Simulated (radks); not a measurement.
All-electron atom: Mg4+ in 1s1 2s2 2p4 3p1 (not the ground configuration). All-electron calculation, scalar-relativistic Kohn-Sham, PBE, spin-polarised, spherical densities, finite nucleus; open shells are filled with parallel spins first; Fermi nuclear charge, rms radius 3.057 fm. Program: a radial shooting solver on a logarithmic mesh with Libxc functionals. Some entries of the table are withheld. Estimate them.

orbital  occ.  eigenvalue (eV)  <r> (bohr)  r(max) (bohr)
1s up       1        -1506.284      0.1267        0.08335
2s up       1        -191.6128         (1)         0.4945
2s down     1        -182.0985         (2)         0.5043
2p up       3        -163.3774         (3)         0.4039
2p down     1        -152.7181         (4)         0.4173
3p up       1         -47.0410       1.802          1.621

Answer. 
(1) 2s up <r> (bohr): 0.6017
(2) 2s down <r> (bohr): 0.6147
(3) 2p up <r> (bohr): 0.5383
(4) 2p down <r> (bohr): 0.5572
